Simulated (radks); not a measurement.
The lithium ion Li+ inside a hard spherical wall (all orbitals vanish at R), configuration held at [He] and not refilled when levels cross. Calculated with a radial shooting solver on a logarithmic mesh with Libxc functionals: scalar-relativistic Kohn-Sham, PBE, spin-polarised, spherical densities, point nucleus. Eigenvalues in eV for spin up, with the zero of energy where the potential of the charges vanishes at infinity; a dash marks a level that is unbound or too diffuse for the functional's potential to be trusted. A positive occupied level is held by the wall or, in an anion where self-interaction has pushed it up, behind a barrier. The pressure on the wall is -dE/dV.

| R (bohr) | E (hartree) | kinetic (hartree) | e(1s) | e(2s, empty) | e(2p, empty) | pressure (GPa) |
|---|---|---|---|---|---|---|
| free | -7.25756 | 7.218 | -60.415 | - | - | 0 |
| 15 | -7.25756 | 7.218 | -60.415 | - | - | < 0.0001 |
| 10 | -7.25756 | 7.218 | -60.415 | - | - | < 0.0001 |
| 8 | -7.25756 | 7.218 | -60.415 | - | - | < 0.0001 |
| 4 | -7.25753 | 7.218 | -60.412 | -2.556 | -0.884 | 0.0129 |
| 3.5 | -7.25740 | 7.220 | -60.402 | 0.558 | 1.393 | 0.119 |
| 3 | -7.25645 | 7.229 | -60.343 | 6.479 | 5.396 | 1.11 |
| 2 | -7.20985 | 7.519 | -58.580 | 45.590 | 28.600 | 103 |
